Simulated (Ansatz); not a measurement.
Basis-set extrapolation for ClFH₄OSi₂, SMILES `O[Si](F)([SiH3])Cl` (PBE0-D4/def2-TZVP geometry, frozen core, Ansatz 0.2.0). Multiplicity 1, RHF reference.

|  | def2-TZVPP | def2-QZVPP |
| --- | --- | --- |
| HF | -1214.293491 | -1214.333161 |
| MP2 correlation | -0.916955 | -1.000569 |
| CCSD(T) correlation | -0.996309 | not run |

Energies in hartree. Use E(X) = E(∞) + A·exp(−7.88·√X) for Hartree–Fock and E(X) = E(∞) + B·X^(−2.97) for correlation, with X = 3 and 4, and add CCSD(T) minus MP2 of the smaller set to the MP2 limit.

Question: What is the CCSD(T) energy at the basis-set limit?

Answer: HF limit: -1214.333161 + (-0.039670) × 0.13774 = -1214.33863. MP2 limit: -1.000569 + (-0.083614) × 0.74074 = -1.06251. Higher-order term: -0.996309 − (-0.916955) = -0.07935. Total: -1215.48049 hartree, 500.7 kJ/mol below CCSD(T)/def2-TZVPP.
